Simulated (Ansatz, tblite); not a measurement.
Removing and adding an electron: MoSeBr₄. The state is a singlet with charge 0. Geometry: r2SCAN-D4/def2-SVP. Ansatz, gas phase; energy differences of separate SCF runs; the oxidised species was run as a doublet alone; the reduced species was run as a doublet alone.

| atom | x (Å) | y (Å) | z (Å) |
| --- | --- | --- | --- |
| Mo1 | -0.0033 | 0.0168 | 0.0245 |
| Se2 | -0.2539 | 1.2587 | 1.8396 |
| Br3 | 0.3004 | 1.6556 | -1.7846 |
| Br4 | -2.2945 | -0.2745 | -0.8219 |
| Br5 | -0.1719 | -2.2935 | 0.8522 |
| Br6 | 2.4233 | -0.3631 | -0.1098 |

In the def2 sets Mo takes a core potential; there is no spin–orbit coupling. The xTB rows come from tblite.

```
           level  −HOMO (eV)  vertical IE (eV)  −LUMO (eV)  vertical EA (eV)  HOMO–LUMO gap (eV)  IE − EA (eV)                                  remarks
 PBE-D4/def2-SVP        6.56              8.97        5.59              3.23                0.97          5.74  restricted SCF unstable in HF (singlet)
PBE0-D4/def2-SVP        7.76              9.46        5.15              3.94                2.61          5.52  restricted SCF unstable in HF (singlet)
```

(1) Estimate the rows for GFN1-xTB, GFN2-xTB.

## Answers

(1) 
| level | −HOMO (eV) | vertical IE (eV) | −LUMO (eV) | vertical EA (eV) | HOMO–LUMO gap (eV) | IE − EA (eV) |
| --- | --- | --- | --- | --- | --- | --- |
| GFN1-xTB | 11.52 | 14.41 | 9.58 | 6.67 | 1.94 | 7.74 |
| GFN2-xTB | 12.18 | 14.38 | 10.75 | 8.45 | 1.43 | 5.93 |

Relaxing the oxidised species (r2SCAN-D4/def2-SVP) changes its energy by -0.25 eV at PBE-D4/def2-SVP, so the adiabatic ionisation energy to this nearest minimum is 8.72 eV. On the way Br4–Br5 forms. At PBE0-D4/def2-SVP it is 8.94 eV. In the charge 1 doublet, Br4 and Br5 lie 2.83 Å apart (atoms count from 1), so these atoms are partly bonded to each other.    Raw xTB energy differences between charge states are shifted by several eV; the methods need an empirical correction for them. Sets without diffuse functions give affinities that are too small.
